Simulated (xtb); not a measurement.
Br3Sb, charge +1, doublet, at a GFN2-xTB geometry (a state made from the parent by changing its charge; the spin is typed, not shown lowest). Base run: GFN2-xTB in xtb.

Geometry (Å):
```xyz
4

Sb    -0.0042    -0.0106     0.9004
Br     0.5427    -2.1470    -0.4602
Br     1.5956     1.5493    -0.4116
Br    -2.1322     0.6131    -0.4402
```
Charge +1, spin multiplicity 2.
All else is at xtb's defaults.
Base energy -14.08102 Eh.

The base run was repeated with changes; each row names its change, and settings that it needs were set with it.

```tsv
change	ΔE vs base (kJ/mol)	SCF cycles
base	0.00	22
etemp = 3000	-55.5	15
etemp = 1000	-12.82	17
etemp = 5000	-104.8	13
alpb = water	-155.9	24
acc = 0.1	0.00	26
acc = 1000	0.20	12
```

ALPB and GBSA are two models with their own fitted parameters for each solvent, which aren't always the measured dielectric constant.
